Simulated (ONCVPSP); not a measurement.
## u(r) = r·R(r): atom against pseudo-atom (aluminium (Al))

Columns: radius, all-electron u(r) and pseudo u(r) of the 3s shell (level -8.61 eV) of aluminium in the configuration [Ne] 3s1 3p2; PW91, scalar-relativistic, ONCV scheme, ONCVPSP 4.0.1.

```csv
r (bohr),all-electron,pseudo
0.105,0.1140,0.0094
0.210,-0.1026,0.0212
0.315,-0.2578,0.0378
0.420,-0.3038,0.0612
0.525,-0.2669,0.0923
0.630,-0.1806,0.1315
0.735,-0.0702,0.1781
0.840,0.0476,0.2311
0.945,0.1622,0.2886
1.050,0.2677,0.3487
1.155,0.3610,0.4086
1.260,0.4410,0.4661
1.365,0.5077,0.5189
1.470,0.5618,0.5657
1.575,0.6045,0.6054
1.680,0.6369,0.6370
1.785,0.6599,0.6599
1.890,0.6745,0.6745
1.995,0.6816,0.6816
2.100,0.6822,0.6822
2.205,0.6773,0.6773
2.310,0.6677,0.6677
2.415,0.6542,0.6542
2.520,0.6376,0.6376
2.625,0.6185,0.6185
2.730,0.5975,0.5975
```

**Question.** How many radial nodes do the two functions have?

**Answer.** The all-electron 3s function has n − l − 1 = 2; the pseudo-wave has 0, since the states of the same l below it are removed with the core.

**Question.** At about which radius was the pseudo-wave matched?

**Answer.** 1.80 bohr. The columns agree to 0.0005 from 1.68 bohr on; several derivatives are matched, so the curves merge somewhat inside the radius.

**Question.** Is the pseudo-wave norm-conserving?

**Answer.** Yes: the ONCV scheme keeps the norm inside the radius equal to the all-electron one, which fixes the energy derivative of the logarithmic derivative at the level.
